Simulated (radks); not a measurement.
Task: Successive ionisation energies (eV) of one element, from differences of total energies of ions in their ground configurations, starting at charge 44: 3608.5, 3727.5, 3847.9, 3969.6, 4092.6, 4422.2, 4529.9, 4638.0, 4746.6, 4855.3, 4964.0, 5183.6, 5280.2, 12403.3, 12697.0, 12992.3, 13288.6, 13585.4, 13881.3, 14294.6, 14522.7, 59965. Calculated with a radial shooting solver on a logarithmic mesh with Libxc functionals: non-relativistic Kohn-Sham, LDA (Slater exchange, Perdew-Wang correlation), spin-unpolarised, spherical densities, point nucleus; relativity is left out, which matters for an element this heavy. Which element is it?

Result: Holmium (Z = 67). The first species listed is Ho44+ in [Ar] 3d5, the last Ho65+ in [He].
